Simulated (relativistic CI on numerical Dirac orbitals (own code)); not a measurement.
# Ligand-field terms of d5

Computed with a parametric ligand-field model of a d^n configuration (Racah B and C, spin-orbit zeta, crystal field), exact diagonalisation.

Field parameters in Wybourne normalisation: Oh B⁴₀ = 21Dq, B⁴₄ = √(5/14) B⁴₀. The field is a parameter set, without covalency, and values of 10Dq over about 45,000 cm⁻¹ lie beyond real compounds.

B = 1050 cm⁻¹, C = 4490 cm⁻¹ (C/B = 4.28), Oh, no spin-orbit coupling. Tanabe-Sugano data, E/B above the lowest term (Δ = |10Dq|; b, c mark the second and third term of a kind):

```
 Δ/B    6A1    4T1    4T2  4T1(b)    2T2    2A2
 1.0   0.00  31.23  31.36   37.07  45.03  45.10
 5.0   0.00  28.73  30.82   39.33  41.04  43.08
 9.0   0.00  25.23  29.39   42.15  34.42  39.86
13.0   0.00  21.51  26.98   44.55  27.18  36.25
17.0   0.00  17.68  23.92   46.21  19.71  32.49
21.0   0.00  13.81  20.49   47.19  12.12  28.66
25.0   0.00   9.91  16.87   47.75   4.45  24.77
29.0   3.27   9.26  16.41   51.35   0.00  24.13
33.0  11.04  13.09  20.38   59.33   0.00  27.97
37.0  18.84  16.94  24.33   67.28   0.00  31.83
41.0  26.67  20.81  28.28   75.20   0.00  35.70
45.0  34.52  24.70  32.23   83.12   0.00  39.59
```

The ground term changes from 6A1 to 2T2 between Δ/B = 25.0 and 29.0.
